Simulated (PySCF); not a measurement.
# Dipole response of K⁻ (potassium, charge -1)

[Ar] 4s2, closed-shell 1S. Calculation: PySCF 2.14, in aug-cc-pVQZ-X2C (8s7p5d3f2g, 93 functions); the spin-free X2C one-electron Hamiltonian (Gaussian nucleus). Coupled (time-dependent) response in atomic units; α is the mean over directions.

| method | mean α (bohr³) | C₆ (like pair) | S(−4) |
| --- | --- | --- | --- |
| CAM-B3LYP | 1555 | 55990 | 2089000 |

S(−4) is the Cauchy moment in α(ω) = α(0) + S(−4) ω² + …

α(iu) at CAM-B3LYP:

| u (hartree) | α(iu) (bohr³) |
| --- | --- |
| 0 | 1555 |
| 0.0500 | 460.5 |
| 0.100 | 169.3 |
| 0.200 | 52.50 |
| 0.300 | 26.63 |
| 0.500 | 12.21 |
| 0.750 | 6.967 |
| 1.00 | 4.697 |
| 1.50 | 2.591 |
| 2.00 | 1.630 |
| 3.00 | 0.8022 |
| 5.00 | 0.3093 |

A single London oscillator, α(iu) = α/(1 + u²/ω²), gives C₆ = (3/4) ω α². Matching the computed C₆ needs ω = 4 × 55990 / (3 × 1555²) = 0.0309 hartree.

For an ion, C₆ is the dispersion term alone; charge-induced terms of lower order in 1/R come first.

The outer electron is barely bound at this level, so radii and moments hang on the diffuse functions.
